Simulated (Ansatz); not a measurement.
## Molecular dynamics, step by step

SiH3Cl3, closed shell, PBE0-D4/def2-SVP (Ansatz 0.2.0). Settings (timestep in fs, temperature in K; T counts 15 degrees of freedom):

```yaml
hamiltonian: {xc: pbe0, dispersion: d4}
md: {n_steps: 40, timestep: 1.0, temperature: 700, ensemble: nve, seed: 184, initial_velocities: maxwell_boltzmann}
```

Start, the saddle point found with PBE0-D4 in triple zeta (not stationary at another level):

Si1  (-0.363, 0.102, -0.241)
Cl2  (2.009, -0.306, -0.626)
Cl3  (-0.925, -1.799, -0.627)
Cl4  (-1.943, 0.945, 0.810)
H5  (-0.244, 1.055, -1.344)
H6  (1.115, -0.078, 0.762)
H7  (0.351, 0.081, 1.266)
(Å)

```
step  time (fs)  potential energy less the start (meV)  kinetic energy (meV)  T (K)
   0       0.00                                    0.0                 452.4    700
   2       2.00                                   24.7                 428.9    664
   4       4.00                                   80.2                 374.3    579
   6       6.00                                  114.1                 340.2    526
   8       8.00                                  138.3                 315.3    488
  10      10.00                                  181.4                 272.9    422
  12      12.00                                  197.8                 257.3    398
  14      14.00                                  155.7                 297.9    461
  16      16.00                                  124.2                 330.2    511
  18      18.00                                   77.0                 377.7    584
  20      20.00                                   -5.5                 458.9    710
  22      22.00                                  -61.4                 512.3    793
  24      24.00                                  -50.5                 507.3    785
  26      26.00                                 -264.5                 716.1   1108
  28      28.00                                 -465.8                 913.6   1414
  30      30.00                                 -413.9                 867.9   1343
  32      32.00                                 -423.1                 879.8   1361
  34      34.00                                 -642.8                1093.3   1692
  36      36.00                                 -749.3                1198.2   1854
  38      38.00                                 -772.1                1224.7   1895
  40      40.00                                 -849.3                1298.6   2009
```

Step 18, positions (Å) and forces (eV/Å):

```tsv
atom	x	y	z	Fx	Fy	Fz
Si1	-0.346	0.127	-0.316	-1.767	-0.153	2.295
Cl2	2.144	-0.290	-0.622	0.003	-0.174	0.232
Cl3	-1.029	-1.808	-0.592	0.604	0.605	-0.415
Cl4	-1.993	0.909	0.838	0.147	-0.021	-0.683
H5	-0.106	1.213	-1.248	0.044	-0.005	-0.572
H6	1.243	-0.038	0.567	0.539	-0.100	-0.241
H7	0.306	0.184	1.143	0.430	-0.153	-0.615
```

Step 20, positions (Å) and forces (eV/Å):

| atom | x | y | z | Fx | Fy | Fz |
| --- | --- | --- | --- | --- | --- | --- |
| Si1 | -0.348 | 0.131 | -0.313 | -2.455 | 0.202 | 1.682 |
| Cl2 | 2.158 | -0.289 | -0.622 | 0.445 | -0.260 | 0.010 |
| Cl3 | -1.039 | -1.807 | -0.590 | 0.651 | 0.599 | -0.452 |
| Cl4 | -1.997 | 0.904 | 0.838 | -0.036 | 0.117 | -0.738 |
| H5 | -0.088 | 1.188 | -1.314 | -0.073 | -0.384 | -0.149 |
| H6 | 1.289 | -0.046 | 0.479 | 0.789 | -0.122 | -0.004 |
| H7 | 0.268 | 0.195 | 1.096 | 0.679 | -0.153 | -0.350 |

Step 36, positions (Å) and forces (eV/Å):

| atom | x | y | z | Fx | Fy | Fz |
| --- | --- | --- | --- | --- | --- | --- |
| Si1 | -0.482 | 0.163 | -0.233 | 0.215 | -0.988 | 0.114 |
| Cl2 | 2.329 | -0.300 | -0.654 | 1.602 | -0.697 | -2.693 |
| Cl3 | -1.090 | -1.780 | -0.587 | 0.363 | -0.218 | -0.006 |
| Cl4 | -2.036 | 0.878 | 0.818 | -1.341 | 1.048 | 0.246 |
| H5 | -0.178 | 0.645 | -1.615 | -0.178 | 0.501 | 0.529 |
| H6 | 2.037 | -0.097 | 0.518 | -0.257 | 0.311 | 2.208 |
| H7 | 0.500 | 0.294 | 0.897 | -0.405 | 0.044 | -0.398 |

Last step (40):

Si1  (-0.527, 0.159, -0.203)
Cl2  (2.386, -0.308, -0.672)
Cl3  (-1.098, -1.772, -0.588)
Cl4  (-2.053, 0.879, 0.811)
H5  (-0.261, 0.640, -1.596)
H6  (2.344, -0.121, 0.629)
H7  (0.416, 0.362, 0.787)
(Å)

The run took about 34 s on 4 CPU threads of an Arm Neoverse V2 (shared host).
